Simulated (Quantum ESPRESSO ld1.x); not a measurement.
Q: Se, configuration [Ar] 3d10 4s2 4p4 (the NIST ground configuration). Calculated with ld1.x of Quantum ESPRESSO 7.5: scalar-relativistic Kohn-Sham, PW91, spin-unpolarised, spherical densities, point nucleus. Some entries of the table are withheld. Estimate them.

| orbital | occ. | eigenvalue (hartree) | <1/r> (bohr^-1) |
|---|---|---|---|
| 1s | 2 | -459.637 | 34.56 |
| 2s | 2 | -59.0755 | 7.632 |
| 2p | 6 | (1) | 7.475 |
| 3s | 2 | -7.84623 | 2.488 |
| 3p | 6 | -5.62410 | 2.336 |
| 3d | 10 | (2) | 2.032 |
| 4s | 2 | -0.63799 | 0.7387 |
| 4p | 4 | -0.24110 | 0.5741 |
| 5s | 0 | -0.02000 | (3) |

A: 
(1) 2p eigenvalue (hartree): -51.9695
(2) 3d eigenvalue (hartree): -1.95584
(3) 5s <1/r> (bohr^-1): 0.1864
